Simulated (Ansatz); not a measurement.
Stepwise reaction of `C[O][Mg][O]C` with hydrogen, as a gas-phase model of exchange steps in deposition or etching. ΔE in kJ/mol.

Gas-phase electronic energies from Ansatz, PBE0-D4/def2-TZVP geometries. CCSD(T)/CBS is the MP2 limit (def2-TZVPP, def2-QZVPP) plus CCSD(T) − MP2 in def2-TZVPP, frozen cores. This one scheme is used for every species. Functionals use def2-TZVPP. B3LYP here is the variant with VWN-RPA as its local correlation; programs differ in this. For Mg outer-core shells are correlated without core-valence functions, which leaves a few kJ/mol of doubt a bond. One conformer a species, not always the lowest.

```csv
step,reaction,PBE-D4,B3LYP-D4,ωB97M-V,CCSD(T)/CBS
1,`C[O][Mg][O]C` + H₂ → `C[O][MgH]` + CH₃OH,83.2,90.6,85.8,97.4
2,`C[O][MgH]` + H₂ → `[MgH2]` + CH₃OH,97.3,102.8,99.0,108.9
```

Task: By hand: ΔE of the 2 steps together at CCSD(T)/CBS.

Result: (97.4) + (108.9) = 206.3 kJ/mol, or 103.2 kJ/mol a step.

In ΔE each step is higher than the one before. All are uphill at CCSD(T)/CBS. PBE-D4 differs from CCSD(T)/CBS by -14.2 to -11.6 kJ/mol a step. Isolated molecules leave out the surface, adducts and barriers. Largest T1 diagnostic: 0.011.
